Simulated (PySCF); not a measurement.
C2H11ClO2Si3.

```xyz
19

Si    -1.6079    -1.3493     1.4438
O     -1.3910     0.0971     0.6635
Si    -0.7889     0.9065    -0.6520
C     -1.6026     2.5694    -0.7491
C     -0.9685    -0.1326    -2.1841
O      0.8474     1.1657    -0.3820
Si     2.0811     0.4058     0.3839
Cl     1.8912    -1.6490     0.1183
H     -1.5467    -2.4884     0.4793
H     -2.9509    -1.3328     2.0932
H     -0.5614    -1.5250     2.4919
H     -2.6822     2.4668    -0.9377
H     -1.1655     3.1733    -1.5588
H     -1.4701     3.1142     0.1977
H     -0.4227    -1.0812    -2.0642
H     -2.0249    -0.3641    -2.3901
H     -0.5540     0.3892    -3.0605
H      2.0532     0.6528     1.8486
H      3.3684     0.8210    -0.2250
```
Charge 0, spin multiplicity 1.

The structure is a stationary point at PBE0-D3(BJ)/def2-SVP. This is a generated structure with no PubChem entry under its InChIKey; it may be hypothetical. One conformer was computed; it need not be the lowest.

All values below come from PySCF with HF/pcSseg-1. Non-relativistic, no solvent.

Computed absolute GIAO shielding of each atom: isotropic value and principal components (ppm):
```
atom  σ(iso)    σ11    σ22     σ33   span
----  ------  -----  -----  ------  -----
Si1    437.9  406.9  417.4   489.6   82.7
O2     302.6  266.4  311.2   330.3   63.9
Si3    399.4  367.6  375.3   455.2   87.6
C4     190.4  185.4  188.6   197.2   11.8
C5     190.8  185.8  190.7   195.7    9.9
O6     263.3  237.0  264.2   288.6   51.6
Si7    421.8  404.1  418.5   442.9   38.8
Cl8    953.4  817.4  992.6  1050.4  233.0
H9      27.1   24.1   26.1    31.2    7.0
H10     27.2   23.5   25.1    33.1    9.6
H11     27.1   23.3   26.6    31.4    8.1
H12     31.6   27.1   29.0    38.8   11.7
H13     31.6   27.0   29.0    38.8   11.8
H14     31.3   26.6   29.0    38.3   11.7
H15     31.0   25.8   30.1    37.2   11.5
H16     31.6   27.5   28.4    39.0   11.5
H17     31.5   27.5   28.3    38.7   11.2
H18     26.8   23.4   24.5    32.4    9.0
H19     26.9   22.7   24.7    33.3   10.7
```
